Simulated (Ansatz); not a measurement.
Consider the cleavage of the Si–Si bond: `[SiH3][SiH2][InH2]` + `[OH][Sc]([Cl])[Cl]` → `[SiH3][O][Sc]([Cl])[Cl]` + `[SiH3][InH2]`.

Gas-phase electronic energies from Ansatz, PBE0-D4/def2-TZVP geometries. CCSD(T)/CBS adds triple-zeta CCSD(T) − MP2 to the extrapolated MP2 energy (def2 sets, frozen cores). Functionals use def2-TZVPP. B3LYP here is the variant with VWN-RPA as its local correlation; programs differ in this. HSE06 is defined as in plane-wave codes. Elements past krypton have def2 core potentials. For In, Sc outer-core shells are correlated without core-valence functions, which leaves a few kJ/mol of doubt a bond. Scalar relativity is left out up to krypton. Each species was taken in one conformer, which may not be the lowest.

| level | ΔE (kJ/mol) | difference from CCSD(T)/CBS |
| --- | --- | --- |
| LDA (SPW92) | -70.5 | 26.3 |
| B97M-V | -91.0 | 5.8 |
| B3LYP-D4 | -95.8 | 1.0 |
| BHLYP-D4 | -105.3 | -8.5 |
| CAM-B3LYP-D4 | -101.9 | -5.1 |
| ωB97X-V | -93.3 | 3.5 |
| B2PLYP | -101.5 | -4.7 |
| PBE0 | -79.3 | 17.5 |
| r2SCANh | -89.9 | 6.9 |
| HSE06 | -79.2 | 17.6 |
| MP2/def2-TZVPP | -100.9 | -4.1 |
| SCS-MP2/def2-TZVPP | -107.7 | -10.9 |
| CCSD/def2-TZVPP | -100.4 | -3.6 |
| HF/def2-QZVPP | -127.9 | -31.1 |
| MP2/CBS(def2) | -101.1 | -4.3 |
| CCSD/CBS(def2) | -100.6 | -3.8 |
| CCSD(T)/CBS | -96.8 | 0 |

Largest T1 diagnostic among the species: 0.015.

Leaving LDA and LC-ωPBE aside and taking each functional with its dispersion term where it has one, the values, not all of them listed here, spread over 34.7 kJ/mol, from BHLYP-D4 to PBE-D4. In def2-TZVPP, CCSD(T) changes the Hartree–Fock value by +28.4 kJ/mol (the triples alone add +3.8 kJ/mol) and MP2 by +24.1 kJ/mol. From BLYP to BHLYP (50 % exact exchange), in def2-TZVPP and without D4, ΔE moves by −14.3 kJ/mol.
